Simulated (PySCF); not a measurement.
BiBr2 (SMILES [Br][Bi][Br]), doublet, geometry from GFN2-xTB (such geometries of metal compounds can be far from the true shape) (the spin is typed, not shown lowest) (core potentials on Bi), with bond 2-1 at 1.25 times its length; B3LYP/def2-SVP (PySCF).

Here is a job for PySCF.
```python
from pyscf import gto, scf, dft

mol = gto.M(
    atom='''
Bi    0.687662    0.361527    0.230007
Br   -1.626484    1.187289   -1.947288
Br   -0.467088   -1.879472    0.966383
''',
    basis='def2-svp',
    ecp={'Bi': 'def2-svp'},
    charge=0,
    spin=1,
    verbose=3,
)

mf = dft.UKS(mol)
mf.xc = 'b3lyp'
mf.kernel()
mo_i, mo_e, stable_i, stable_e = mf.stability(internal=True, external=False, return_status=True, nroots=6, tol=1e-6)
print('internally stable:', stable_i, ' externally stable:', stable_e)
if not stable_i:
    umf = mf.copy()
    umf.scf_summary = {}
    umf.kernel(umf.make_rdm1(mo_i, mf.mo_occ))
mf.analyze()
```

Output, abridged:

```
converged SCF energy = -5362.49257454228  <S^2> = 0.75934192  2S+1 = 2.0093202
<class 'pyscf.dft.uks.UKS'> wavefunction is stable in the internal stability analysis
internally stable: True  externally stable: None
**** MO energy ****
                             alpha | beta                alpha | beta
MO #1   energy= -482.804046782435  | -482.803818414794  occ= 1 | 1
MO #2   energy= -482.748755712498  | -482.748852282076  occ= 1 | 1
MO #3   energy= -62.4856902872413  | -62.4855604468163  occ= 1 | 1
MO #4   energy= -62.4293993227382  | -62.4294469324901  occ= 1 | 1
MO #5   energy= -56.3171721031034  | -56.3171748558911  occ= 1 | 1
MO #6   energy= -56.3149680632568  | -56.3147543121778  occ= 1 | 1
MO #7   energy= -56.3148621612849  | -56.3143996688785  occ= 1 | 1
MO #8   energy= -56.2614027043515  | -56.2618051053308  occ= 1 | 1
MO #9   energy= -56.2585606577979  | -56.2584251444221  occ= 1 | 1
MO #10  energy= -56.2583858038812  | -56.2583998531266  occ= 1 | 1
MO #11  energy= -8.70332604604636  | -8.70298520606009  occ= 1 | 1
MO #12  energy= -8.64574123625071  | -8.64588336479945  occ= 1 | 1
MO #13  energy= -6.53379647177473  | -6.53382613053086  occ= 1 | 1
MO #14  energy= -6.52533902675661  | -6.5251138933247   occ= 1 | 1
MO #15  energy= -6.52530513454818  | -6.52426448425437  occ= 1 | 1
MO #16  energy= -6.47722852594268  | -6.4780162857694   occ= 1 | 1
MO #17  energy= -6.46733650536465  | -6.46701641350472  occ= 1 | 1
MO #18  energy= -6.46689320279778  | -6.46695818019694  occ= 1 | 1
MO #19  energy= -6.05377820061673  | -6.050556083232    occ= 1 | 1
MO #20  energy= -3.78648597378017  | -3.78534450312985  occ= 1 | 1
MO #21  energy= -3.78573095797028  | -3.78462704292854  occ= 1 | 1
MO #22  energy= -3.78111039728799  | -3.77540820106975  occ= 1 | 1
MO #23  energy= -2.64854451034822  | -2.64842929012219  occ= 1 | 1
MO #24  energy= -2.64621044401461  | -2.6461981480652   occ= 1 | 1
MO #25  energy= -2.64612427792174  | -2.64562552361288  occ= 1 | 1
MO #26  energy= -2.63941019081611  | -2.63879988732902  occ= 1 | 1
MO #27  energy= -2.63938339487137  | -2.63876335232899  occ= 1 | 1
MO #28  energy= -2.59155515826379  | -2.59205098606884  occ= 1 | 1
MO #29  energy= -2.5890191144112   | -2.58923967323757  occ= 1 | 1
MO #30  energy= -2.58870457737987  | -2.5891356403956   occ= 1 | 1
MO #31  energy= -2.58082408842081  | -2.58065250472644  occ= 1 | 1
MO #32  energy= -2.58082140468409  | -2.58064749346903  occ= 1 | 1
MO #33  energy= -1.14082768500308  | -1.13928663400381  occ= 1 | 1
MO #34  energy= -1.13887508763499  | -1.13734440423387  occ= 1 | 1
MO #35  energy= -1.13477840918188  | -1.12902023201381  occ= 1 | 1
MO #36  energy= -1.13416325740316  | -1.12815952621269  occ= 1 | 1
MO #37  energy= -1.13333796655203  | -1.12624195292177  occ= 1 | 1
MO #38  energy= -0.782601174673815 | -0.778566759506113 occ= 1 | 1
MO #39  energy= -0.704422253831005 | -0.705827709866163 occ= 1 | 1
MO #40  energy= -0.635048142464505 | -0.61151225566789  occ= 1 | 1
MO #41  energy= -0.359810578551888 | -0.355886316516432 occ= 1 | 1
MO #42  energy= -0.326139926579696 | -0.322384186458916 occ= 1 | 1
MO #43  energy= -0.324690753773323 | -0.313703166026097 occ= 1 | 1
MO #44  energy= -0.279394107788301 | -0.281358097677712 occ= 1 | 1
MO #45  energy= -0.259870020019331 | -0.252922967857467 occ= 1 | 1
MO #46  energy= -0.252288957128949 | -0.25286091500725  occ= 1 | 1
MO #47  energy= -0.236004370640022 | -0.156353211333778 occ= 1 | 0
MO #48  energy= -0.15353952819878  | -0.145229226034008 occ= 0 | 0
MO #49  energy= -0.107581790874623 | -0.09936442100032  occ= 0 | 0
MO #50  energy= 0.158017108885705  | 0.169054807995454  occ= 0 | 0
MO #51  energy= 0.202561606144842  | 0.205713298978341  occ= 0 | 0
MO #52  energy= 0.233497006519857  | 0.253193807015144  occ= 0 | 0
MO #53  energy= 0.239723219431765  | 0.255001133825717  occ= 0 | 0
MO #54  energy= 0.259034517870218  | 0.265473363424003  occ= 0 | 0
MO #55  energy= 0.260587102907137  | 0.281943741358485  occ= 0 | 0

Dipole moment(X, Y, Z, Debye):  4.62314,  0.49994,  2.87276
```
